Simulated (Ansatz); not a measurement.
Reaction: H5Si2OF (SMILES F[SiH2]O[SiH3]) → H5Si2O (SMILES O([SiH2])[SiH3], doublet) + F (doublet) (the F-Si bond breaks)
Each species at its own B3LYP-D3(BJ)/def2-TZVP minimum (Ansatz, a quantum-chemistry and plane-wave program), one conformer.

Total energies in hartree (Ansatz). Open shells are spin-unrestricted; no spin-orbit coupling. Cores are frozen in correlated methods. No relativity.

```tsv
species	HF/cc-pV(T+d)Z	CCSD(T)/cc-pV(T+d)Z	HF/cc-pV(Q+d)Z	CCSD(T)/cc-pV(Q+d)Z	CCSD(T)/cc-pV(D+d)Z	CCSDT(Q)/cc-pV(D+d)Z
1: H5Si2OF (fluoro(silyloxy)silane, SMILES F[SiH2]O[SiH3])	-755.35031	-756.14151	-755.37541	-756.22578	-755.86278	-755.86493
2: H5Si2O (SMILES [SiH2]O[SiH3], doublet)	-655.74910	-656.26950	-655.76390	-656.31785	-656.10496	-656.10679
3: F (doublet)	-99.40552	-99.62036	-99.41377	-99.65026	-99.52757	-99.52776
```

### Question
Work out the bond dissociation energy (electronic) in kcal/mol: take Hartree-Fock from cc-pV(Q+d)Z, extrapolate the CCSD(T) correlation energy as X^-3 (X = 3, 4), and add CCSDT(Q) - CCSD(T) in cc-pV(D+d)Z. 1 hartree = 627.51 kcal/mol.

### Answer

Species 1: correlation (64·(-0.85037) - 27·(-0.79120))/37 = -0.89355; step -0.00215; E1 = -755.37541 + (-0.89355) + (-0.00215) = -756.27111
Species 2: correlation (64·(-0.55395) - 27·(-0.52040))/37 = -0.57843; step -0.00183; E2 = -655.76390 + (-0.57843) + (-0.00183) = -656.34416
Species 3: correlation (64·(-0.23649) - 27·(-0.21484))/37 = -0.25229; step -0.00019; E3 = -99.41377 + (-0.25229) + (-0.00019) = -99.66625
-1·E1 +1·E2 +1·E3 = 0.26070 hartree = 163.6 kcal/mol.
